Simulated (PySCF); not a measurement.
Species: C₃H₇BF₂O₃.
Atom-mapped SMILES: `[CH3:1][O:2][B:3]([O:4][CH3:5])[O:6][CH:7]([F:8])[F:9]` (hydrogens: H10, H11, H12 on C1; H13, H14, H15 on C5; H16 on C7)

Geometry (PBE0-D3(BJ)/def2-SVP, Å), atoms numbered from 1 in this order:
```
atom  x, y, z in Å
C1     1.682   -1.753    0.101
O2     0.353   -1.321   -0.059
B3     0.024   -0.009   -0.102
O4     0.966    0.956   -0.048
C5     0.672    2.331   -0.080
O6    -1.307    0.341   -0.229
C7    -2.298   -0.585   -0.214
F8    -3.332   -0.096   -0.908
F9    -2.716   -0.780    1.050
H10    2.401   -0.961   -0.157
H11    1.852   -2.624   -0.549
H12    1.855   -2.061    1.145
H13   -0.382    2.519   -0.335
H14    0.885    2.779    0.903
H15    1.317    2.817   -0.827
H16   -1.988   -1.554   -0.638
```

Theory: TDDFT CAM-B3LYP/def2-SVPD, vertical, gas phase, core orbitals frozen in the response in PySCF.

Q: List the vertical singlet excitations with oscillator strengths and describe the spectrum.

A: 

| state | E (eV) | λ (nm) | ν̃ (cm⁻¹) | f | \|μ\| (D) | main configurations (H = HOMO, L = LUMO) |
| --- | --- | --- | --- | --- | --- | --- |
| S1 | 7.92 | 156.4 | 63920 | 0.0003 | 0.10 | H→L (90%) |
| S2 | 8.49 | 146.0 | 68520 | 0.017 | 0.73 | H-1→L (68%), H→L+1 (20%) |
| S3 | 8.83 | 140.5 | 71200 | 0.0069 | 0.45 | H-2→L (76%) |
| S4 | 9.05 | 137.0 | 73010 | 0.0054 | 0.40 | H-3→L (65%), H-2→L+1 (8%) |
| S5 | 9.09 | 136.4 | 73300 | 0.036 | 1.02 | H→L+2 (50%), H→L+1 (20%) |
| S6 | 9.14 | 135.7 | 73700 | 0.028 | 0.90 | H→L+1 (29%), H→L+2 (16%), H→L+4 (9%) |
| S7 | 9.21 | 134.7 | 74240 | 0.131 | 1.94 | H→L+3 (77%) |
| S8 | 9.50 | 130.5 | 76600 | 0.011 | 0.54 | H→L+4 (32%), H-1→L+1 (21%), H→L+5 (12%) |
| S9 | 9.59 | 129.3 | 77360 | 0.034 | 0.97 | H-1→L+3 (29%), H-1→L+2 (24%) |
| S10 | 9.75 | 127.2 | 78610 | 0.012 | 0.57 | H-2→L+3 (42%), H-1→L+2 (9%) |

Triplets (Tamm–Dancoff): T1 7.78 eV, H→L (85%); T2 8.25 eV, H→L+3 (44%), H→L+7 (9%); T3 8.32 eV, H-1→L (60%), H→L+1 (19%); T4 8.67 eV, H-2→L (70%).

The lowest singlet lies at 7.92 eV (156 nm, vacuum ultraviolet) and is dark (f under 0.0005); its leading configuration is HOMO→LUMO (90%). The strongest level in the table is S7 at 9.21 eV (135 nm, f = 0.131). Löwdin shares by element: HOMO oxygen 62% or more, carbon 17% or more (atoms not listed hold the other 21%); LUMO boron 48%, carbon 18% or more, oxygen 5% or more (atoms not listed hold the other 30%). Of the 10 states listed, 7 reach f = 0.01 and 1 stays under 0.0005. Orbital energies (eV): HOMO-3 -11.31, HOMO-2 -11.04, HOMO-1 -10.75, HOMO -10.13, LUMO 0.83, LUMO+1 1.59, LUMO+2 1.80. The listed states span 1.82 eV, and the widest gap between neighbours is 0.57 eV (S1 to S2). The vertical ionisation energy (ΔSCF) is 10.99 eV, 1.24 eV above S10. Singlets were solved by full linear response, triplets in the Tamm–Dancoff approximation.

One conformer stands for the species.

Without π bonds the low states are Rydberg-like; a valence basis with one diffuse set may place them up to an eV too high.
